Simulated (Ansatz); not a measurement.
System: HSeO, charge 0, doublet. HSeO (SMILES O[Se], doublet).
B3LYP-D3(BJ)/def2-TZVP minimum from Ansatz (an electronic-structure program):
```
O
H 1 0.9669
Se 1 1.7923 2 107.79
```
Charge 0, spin multiplicity 2.

Total energies in hartree (Ansatz). UHF or UKS for unpaired electrons; spin-orbit terms are left out. Cores are frozen in correlated methods (noble-gas shells, and filled d and f shells in the p block). No relativity. For partners of very few electrons the exact lower level stands in for a higher one.

```tsv
species	HF/cc-pVTZ	CCSD(T)/cc-pVTZ	HF/cc-pVQZ	CCSD(T)/cc-pVQZ	CCSDT(Q)/cc-pVTZ
1: HSeO (SMILES O[Se], doublet)	-2475.32874	-2475.73653	-2475.33943	-2475.77804	-2475.73825
2: Se (triplet)	-2399.87209	-2399.99441	-2399.87500	-2400.00700	-2399.99510
3: O (triplet)	-74.81176	-74.97396	-74.81729	-74.99357	-74.97430
4: H (doublet)	-0.49981	-0.49981	-0.49995	-0.49995	-0.49981
```

**Question.** Work out the atomisation energy (electronic, to ground-state atoms) in kJ/mol: take Hartree-Fock from cc-pVQZ, extrapolate the CCSD(T) correlation energy as X^-3 (X = 3, 4), and add CCSDT(Q) - CCSD(T) in cc-pVTZ. 1 hartree = 2625.5 kJ/mol.

**Answer.** 
Species 1: correlation (64·(-0.43861) - 27·(-0.40779))/37 = -0.46110; step -0.00172; E1 = -2475.33943 + (-0.46110) + (-0.00172) = -2475.80225
Species 2: correlation (64·(-0.13200) - 27·(-0.12232))/37 = -0.13906; step -0.00069; E2 = -2399.87500 + (-0.13906) + (-0.00069) = -2400.01475
Species 3: correlation (64·(-0.17628) - 27·(-0.16220))/37 = -0.18655; step -0.00034; E3 = -74.81729 + (-0.18655) + (-0.00034) = -75.00418
Species 4: correlation (64·(0.00000) - 27·(0.00000))/37 = 0.00000; step +0.00000; E4 = -0.49995 + (0.00000) + (+0.00000) = -0.49995
-1·E1 +1·E2 +1·E3 +1·E4 = 0.28337 hartree = 744.0 kJ/mol.
